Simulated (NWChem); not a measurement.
# ZnSiH₃F; SMILES [F][Zn][SiH3]

```xyz
6

Zn    -0.2576     0.4980    -0.0003
F     -0.1883     2.2480    -0.0005
Si    -0.3497    -1.8397     0.0000
H      0.2709    -2.3985    -1.2415
H     -1.7654    -2.3193     0.0652
H      0.3835    -2.4025     1.1766
```
Atoms are numbered in this order, from 1.

Results from NWChem. Pople sets run with spherical d functions. All runs use the structure optimised with PBE0/def2-SVP. B3LYP is NWChem's, with the RPA form of VWN correlation. GIAO values for the isolated, static molecule; σ is the absolute isotropic shielding, δ = σ(reference) − σ with the isolated reference molecule computed at the same levels (19F: trichlorofluoromethane, 1H: tetramethylsilane, 29Si: tetramethylsilane).

For level Hartree-Fock/6-31G*:

```
Property      Value
-----------  ------
σ Zn1 (ppm)  2063.2
δ F2 (ppm)   -125.8
δ Si3 (ppm)  -101.6
```

Problem. Estimate the same quantities for level B3LYP/6-31G*.

Solution. 
| Quantity | Result |
|---|---|
| σ Zn1 (ppm) | 1954.8 |
| δ F2 (ppm) | -93.6 |
| δ Si3 (ppm) | -96.7 |
